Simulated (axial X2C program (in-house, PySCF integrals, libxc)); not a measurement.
# Worked dissociation energy of BaP: CCSD, scalar-relativistic

Calculated with an axial X2C code built on PySCF integrals. Spin-free means the one-electron spin-free X2C Hamiltonian. Basis: Ba dyall-cv3z [14s14p9d5f1g], P dyall-v3z [8s7p2d1f] (cores contracted in-house); Gaussian nuclei, density fitting, unrestricted open shells. Masses: Ba 137.905 u, P 30.974 u.

Molecular state: M_S = 1/2, Λ = 0 (beyond evenly filled blocks: σα).

Correlated methods: 15 electrons correlated (number of frozen shells: Ba 4 s, 3 p, 2 d; P 2 s, 1 p), 265 virtual spin orbitals or spinors in MP2, 90 natural virtuals in coupled cluster.

* E(Ba) (2M_S = 0, M_L = 0): -8131.894885 hartree
* E(P) (2M_S = 3, M_L = 0): -341.638602 hartree
* E(BaP) at Re: -8473.574344 hartree
* ωe: 355.2 cm⁻¹
* ωexe: 0.61 cm⁻¹

Question: Work out De and D0.

Answer: De = -8131.894885 + (-341.638602) − (-8473.574344) = 0.04086 hartree = 1.112 eV. The zero-point energy is ωe/2 − ωexe/4 = 177 cm⁻¹ = 0.022 eV, so D0 = 1.090 eV.

One determinant describes the state; a PBE0 search over occupations chose it and may have missed a lower one. De is counted from the lowest determinant-based energies of the atoms at the same level, without counterpoise correction. CCSD ran in a truncated set of natural virtual spinors with an MP2 remainder; without triples it tends to underbind. PBE0 can misorder states that lie within some tenths of an eV, so this need not be the ground state of the molecule. The nearest other spin-free determinant of the search, M_S = 1/2, Λ = 1, lies 0.26 eV up at the distance of the search.

Each atomic determinant is the lowest at this level and need not be a pure term. Totals compare only within one Hamiltonian and basis.
